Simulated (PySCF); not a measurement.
Frontier levels across methods

Compound: C2H7FSi2.
Z-matrix (Å and degrees, PBE0-D3(BJ)/def2-SVP geometry), rows numbered from 1:
```
F 
C   1  1.3612
C   2  1.5090  1  116.51
Si  3  1.8873  2   66.61  1  -114.49
Si  4  2.3206  2  118.27  3   104.77
H   2  1.0987  1  111.32  3   136.18
H   3  1.0953  2  118.41  4  -116.60
H   3  1.0970  2  113.79  4   106.45
H   4  1.4858  2  115.92  3   -99.28
H   5  1.4947  4  111.50  2  -138.94
H   5  1.4959  4  106.71  2   -20.07
H   5  1.4943  4  111.54  2    99.17
```

Basis pcSseg-2 throughout (PySCF), one geometry. Geometry: PBE0-D3(BJ)/def2-SVP; no solvent, vibrations or thermal averaging.

**Question.** How do the orbital energies, the gap and the dipole change with the method?

**Answer.** 
```json
{"method": "BLYP", "kind": "GGA", "HOMO (eV)": "-5.64", "LUMO (eV)": "-1.20", "gap (eV)": "4.44", "μ (D)": "1.64", "SCF cycles": "15"}
{"method": "B97-D", "kind": "GGA", "HOMO (eV)": "-5.74", "LUMO (eV)": "-1.23", "gap (eV)": "4.50", "μ (D)": "1.61", "SCF cycles": "15"}
{"method": "OPBE", "kind": "GGA", "HOMO (eV)": "-5.76", "LUMO (eV)": "-1.24", "gap (eV)": "4.52", "μ (D)": "1.49", "SCF cycles": "16"}
{"method": "PBE", "kind": "GGA", "HOMO (eV)": "-5.78", "LUMO (eV)": "-1.33", "gap (eV)": "4.45", "μ (D)": "1.57", "SCF cycles": "15"}
{"method": "KT2", "kind": "GGA", "HOMO (eV)": "-5.85", "LUMO (eV)": "-1.38", "gap (eV)": "4.47", "μ (D)": "1.61", "SCF cycles": "16"}
{"method": "KT3", "kind": "GGA", "HOMO (eV)": "-5.85", "LUMO (eV)": "-1.36", "gap (eV)": "4.49", "μ (D)": "1.60", "SCF cycles": "16"}
{"method": "BP86", "kind": "GGA", "HOMO (eV)": "-5.87", "LUMO (eV)": "-1.38", "gap (eV)": "4.49", "μ (D)": "1.59", "SCF cycles": "15"}
{"method": "LDA", "kind": "LDA", "HOMO (eV)": "-5.91", "LUMO (eV)": "-1.47", "gap (eV)": "4.44", "μ (D)": "1.67", "SCF cycles": "15"}
{"method": "B97-2", "kind": "global hybrid", "HOMO (eV)": "-6.68", "LUMO (eV)": "-0.57", "gap (eV)": "6.11", "μ (D)": "1.76", "SCF cycles": "14"}
{"method": "B3LYP", "kind": "global hybrid", "HOMO (eV)": "-6.72", "LUMO (eV)": "-0.74", "gap (eV)": "5.98", "μ (D)": "1.83", "SCF cycles": "14"}
{"method": "PBE0", "kind": "global hybrid", "HOMO (eV)": "-6.92", "LUMO (eV)": "-0.55", "gap (eV)": "6.37", "μ (D)": "1.78", "SCF cycles": "13"}
{"method": "mPW1PW91", "kind": "global hybrid", "HOMO (eV)": "-6.95", "LUMO (eV)": "-0.57", "gap (eV)": "6.38", "μ (D)": "1.79", "SCF cycles": "13"}
{"method": "BHandHLYP", "kind": "global hybrid", "HOMO (eV)": "-7.95", "LUMO (eV)": "0.28", "gap (eV)": "8.23", "μ (D)": "2.06", "SCF cycles": "13"}
{"method": "CAM-B3LYP", "kind": "range-separated hybrid", "HOMO (eV)": "-8.21", "LUMO (eV)": "0.43", "gap (eV)": "8.65", "μ (D)": "1.98", "SCF cycles": "13"}
{"method": "wB97X-D", "kind": "range-separated hybrid", "HOMO (eV)": "-8.73", "LUMO (eV)": "1.13", "gap (eV)": "9.86", "μ (D)": "1.87", "SCF cycles": "14"}
{"method": "LC-wPBE", "kind": "range-separated hybrid", "HOMO (eV)": "-9.51", "LUMO (eV)": "1.47", "gap (eV)": "10.98", "μ (D)": "1.98", "SCF cycles": "14"}
{"method": "HF", "kind": "Hartree–Fock", "HOMO (eV)": "-9.52", "LUMO (eV)": "2.27", "gap (eV)": "11.79", "μ (D)": "2.25", "SCF cycles": "11"}
```

The HOMO spans 3.87 eV, from BLYP down to HF, and the gap runs from 4.44 eV (LDA) to 11.79 eV (HF). Over the methods BLYP (0 %), B97-D (0 %), OPBE (0 %), PBE (0 %), KT2 (0 %), KT3 (0 %), BP86 (0 %), LDA (0 %), B97-2 (21 %), B3LYP (20 %), PBE0 (25 %), mPW1PW91 (25 %), BHandHLYP (50 %), HF (100 %), a straight line through the gap against the share of exact exchange rises by 0.74 eV for each 10 % (correlation coefficient 1.000). The dipole ranges from 1.49 D (OPBE) to 2.25 D (HF). This basis has no diffuse functions.
